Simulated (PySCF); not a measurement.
Simulation results for F2H2Si, AlBH2N

Calculation on a computer-drawn molecule: vertical ionisation energy to the stated ion spin, frozen-core CCSD(T) at the basis limit and cheaper methods, single-reference cases, UHF for radicals, no spin-orbit; all values are single points at the evaluated structure, the first of each entry, which is the reference or a displaced copy of it and isn't optimised; the reference structure only sets the zero of the energies above reference; triples share is (T) over the correlation energy. Program: PySCF 2.14.0.

Common to all runs: multiplicity 1; ion multiplicity 2; diffuse functions no; basis cc-pV(n+d)Z; reference is the Hartree-Fock double-zeta minimum; best is HF at quadruple zeta + MP2 correlation extrapolated from triple and quadruple zeta + CCSD(T) minus MP2 at triple zeta; basis step is the size of the change from the same recipe one zeta lower.

```json
{"entry": 1, "formula": "F2H2Si", "evaluated_structure": {"atoms_angstrom": [["F", 0.2906, 0.2633, -0.4725], ["Si", -0.6674, -0.1479, 0.7338], ["F", -1.7969, -1.0064, 0.1858], ["H", 0.1061, -0.9527, 1.6807], ["H", -1.2632, 1.0634, 1.3445]]}, "reference_structure": {"atoms_angstrom": [["F", 0.2771, 0.2921, -0.4747], ["Si", -0.6496, -0.1368, 0.7567], ["F", -1.8342, -1.0389, 0.172], ["H", 0.1443, -0.949, 1.6765], ["H", -1.229, 1.0686, 1.3459]]}, "given": {"charge": 0, "drawn_bonds_atom": [1, 2, 2, 2], "drawn_bonds_other_atom": [2, 3, 4, 5], "drawn_bonds_order": [1, 1, 1, 1]}, "results": {"ionisation_energy_best [eV]": 13.03, "ionisation_energy_basis_step [eV]": 0.04125, "energy_above_reference_best [kcal/mol]": 1.786, "energy_above_reference_basis_step [kcal/mol]": 0.4382, "triple_zeta_method": ["HF", "PBE", "r2SCAN", "B3LYP", "wB97X", "MP2", "CCSD", "CCSD(T)"], "triple_zeta_ionisation_energy [eV]": [12.5, 12.03, 12.27, 12.51, 12.73, 12.91, 12.96, 12.88], "triple_zeta_energy_above_reference [kcal/mol]": [0.2922, 2.888, 1.843, 2.172, 1.961, 2.057, 1.602, 1.836], "ionisation_energy_Koopmans_at_triple_zeta [eV]": 13.46, "ionisation_energy_EOM_CCSD_at_triple_zeta [eV]": 12.98, "total_energy_HF_triple_zeta [hartree]": -489.2044, "total_energy_CCSD(T)_triple_zeta [hartree]": -489.8599, "total_energy_best [hartree]": -489.9837, "T1_diagnostic_at_triple_zeta": 0.01095, "D1_diagnostic_at_triple_zeta": 0.02435, "ion_T1_diagnostic_at_triple_zeta": 0.02633, "ion_D1_diagnostic_at_triple_zeta": 0.1309, "ion_spin_squared_at_triple_zeta": 0.8009, "triples_share_at_triple_zeta": 0.0263, "basis_functions_triple_zeta": 127, "dipole_magnitude_HF_at_triple_zeta [debye]": 1.421, "dipole_magnitude_CCSD_unrelaxed_at_triple_zeta [debye]": 1.211, "dipole_magnitude_PBE_at_triple_zeta [debye]": 1.07, "dipole_magnitude_r2SCAN_at_triple_zeta [debye]": 1.126, "dipole_magnitude_B3LYP_at_triple_zeta [debye]": 1.195, "dipole_magnitude_wB97X_at_triple_zeta [debye]": 1.225}}
{"entry": 2, "formula": "F2H2Si", "evaluated_structure": {"atoms_angstrom": [["F", 0.2906, 0.2633, -0.4725], ["Si", -0.6524, -0.1415, 0.7149], ["F", -1.7819, -1.0, 0.1669], ["H", 0.1211, -0.9463, 1.6618], ["H", -1.2482, 1.0698, 1.3256]]}, "reference_structure": {"atoms_angstrom": [["F", 0.2771, 0.2921, -0.4747], ["Si", -0.6496, -0.1368, 0.7567], ["F", -1.8342, -1.0389, 0.172], ["H", 0.1443, -0.949, 1.6765], ["H", -1.229, 1.0686, 1.3459]]}, "given": {"charge": 0, "drawn_bonds_atom": [1, 2, 2, 2], "drawn_bonds_other_atom": [2, 3, 4, 5], "drawn_bonds_order": [1, 1, 1, 1]}, "results": {"T1_diagnostic_at_triple_zeta": null, "dipole_magnitude_r2SCAN_at_triple_zeta [debye]": null, "total_energy_CCSD(T)_triple_zeta [hartree]": null}}
{"entry": 3, "formula": "AlBH2N", "evaluated_structure": {"atoms_angstrom": [["N", 1.3711, -0.4658, -0.2765], ["B", 1.4424, -0.6017, 0.93], ["Al", 1.5633, -0.8307, 2.9665], ["H", 1.313, -0.3548, -1.2612], ["H", 1.6538, -1.0031, 4.4964]]}, "reference_structure": {"atoms_angstrom": [["N", 1.3711, -0.4658, -0.2765], ["B", 1.4424, -0.6017, 0.93], ["Al", 1.5633, -0.8307, 2.9665], ["H", 1.313, -0.3548, -1.2612], ["H", 1.6538, -1.0031, 4.4964]]}, "given": {"charge": 1, "drawn_bonds_atom": [1, 2, 1, 3], "drawn_bonds_other_atom": [2, 3, 4, 5], "drawn_bonds_order": [2, 1, 1, 1]}, "results": {"ionisation_energy_basis_step [eV]": null, "energy_above_reference_best [kcal/mol]": null}}
{"entry": 4, "formula": "AlBH2N", "evaluated_structure": {"atoms_angstrom": [["N", 1.4006, -0.5374, -0.215], ["B", 1.5716, -0.6221, 0.951], ["Al", 1.5462, -0.8459, 3.136], ["H", 1.286, -0.2778, -1.3256], ["H", 1.6174, -0.9533, 4.421]]}, "reference_structure": {"atoms_angstrom": [["N", 1.3711, -0.4658, -0.2765], ["B", 1.4424, -0.6017, 0.93], ["Al", 1.5633, -0.8307, 2.9665], ["H", 1.313, -0.3548, -1.2612], ["H", 1.6538, -1.0031, 4.4964]]}, "given": {"charge": 1, "drawn_bonds_atom": [1, 2, 1, 3], "drawn_bonds_other_atom": [2, 3, 4, 5], "drawn_bonds_order": [2, 1, 1, 1]}, "results": {"total_energy_best [hartree]": null, "ionisation_energy_EOM_CCSD_at_triple_zeta [eV]": null}}
```

Question: Give the missing T1 diagnostic at triple zeta for F2H2Si (entry 2).
Answer: 0.01081

Question: Estimate the dipole magnitude r2SCAN at triple zeta of F2H2Si (entry 2).
Answer: 1.039 debye

Question: Give the missing total energy CCSD(T) triple zeta for F2H2Si (entry 2).
Answer: -489.8598 hartree

Question: Give the table of triple zeta values for F2H2Si (entry 2).
Answer: 
Triple zeta:
```csv
method,ionisation energy (eV),energy above reference (kcal/mol)
HF,12.45,-0.1166
PBE,12,3.332
r2SCAN,12.24,1.939
B3LYP,12.48,2.359
wB97X,12.69,2.084
MP2,12.87,2.187
CCSD,12.92,1.602
CCSD(T),12.84,1.911
```

Question: Estimate the ionisation energy basis step of AlBH2N (entry 3).
Answer: 0.03599 eV

Question: Estimate the energy above reference best of AlBH2N (entry 3).
Answer: 0 kcal/mol

Question: Give the table of triple zeta values for AlBH2N (entry 3).
Answer: 
Triple zeta:
```csv
method,ionisation energy (eV),energy above reference (kcal/mol)
HF,14.32,0
PBE,16.44,0
r2SCAN,16.22,0
B3LYP,16.27,0
wB97X,16.11,0
MP2,16.51,0
CCSD,16.07,0
CCSD(T),16.28,0
```

Question: AlBH2N (entry 4): total energy best?
Answer: -322.3491 hartree

Question: Give the missing ionisation energy EOM CCSD at triple zeta for AlBH2N (entry 4).
Answer: 16.1 eV

Further results for F2H2Si (entry 2):

- ionisation energy best: 12.99 eV
- ionisation energy basis step: 0.03917 eV
- energy above reference best: 1.844 kcal/mol
- energy above reference basis step: 0.5593 kcal/mol
- ionisation energy Koopmans at triple zeta: 13.4 eV
- ionisation energy EOM CCSD at triple zeta: 12.93 eV
- total energy HF triple zeta: -489.2050 hartree
- total energy best: -489.9836 hartree
- D1 diagnostic at triple zeta: 0.02396
- ion T1 diagnostic at triple zeta: 0.02547
- ion D1 diagnostic at triple zeta: 0.1248
- ion spin squared at triple zeta: 0.8009
- triples share at triple zeta: 0.02615
- basis functions triple zeta: 127
- dipole magnitude HF at triple zeta: 1.325 debye
- dipole magnitude CCSD unrelaxed at triple zeta: 1.123 debye
- dipole magnitude PBE at triple zeta: 0.9857 debye
- dipole magnitude B3LYP at triple zeta: 1.107 debye
- dipole magnitude wB97X at triple zeta: 1.135 debye

Further results for AlBH2N (entry 3):

* ionisation energy best: 16.4 eV
* energy above reference basis step: 0 kcal/mol
* ionisation energy Koopmans at triple zeta: 16.61 eV
* ionisation energy EOM CCSD at triple zeta: 16.35 eV
* total energy HF triple zeta: -321.9746 hartree
* total energy CCSD(T) triple zeta: -322.3570 hartree
* total energy best: -322.4034 hartree
* T1 diagnostic at triple zeta: 0.0192
* D1 diagnostic at triple zeta: 0.04434
* ion T1 diagnostic at triple zeta: 0.01531
* ion D1 diagnostic at triple zeta: 0.04604
* ion spin squared at triple zeta: 0.7629
* triples share at triple zeta: 0.04709
* basis functions triple zeta: 127

Further results for AlBH2N (entry 4):

* ionisation energy best: 16.18 eV
* ionisation energy basis step: 0.03153 eV
* energy above reference best: 34.07 kcal/mol
* energy above reference basis step: 0.03008 kcal/mol
* ionisation energy Koopmans at triple zeta: 16.49 eV
* total energy HF triple zeta: -321.9208 hartree
* total energy CCSD(T) triple zeta: -322.3022 hartree
* T1 diagnostic at triple zeta: 0.01749
* D1 diagnostic at triple zeta: 0.04047
* ion T1 diagnostic at triple zeta: 0.01448
* ion D1 diagnostic at triple zeta: 0.03992
* ion spin squared at triple zeta: 0.7627
* triples share at triple zeta: 0.04586
* basis functions triple zeta: 127

Triple zeta:
```csv
method,ionisation energy (eV),energy above reference (kcal/mol)
HF,14.13,33.77
PBE,16.19,33.87
r2SCAN,15.97,34.11
B3LYP,16.04,33.15
wB97X,15.9,33.04
MP2,16.26,34.36
CCSD,15.85,34.03
CCSD(T),16.05,34.35
```
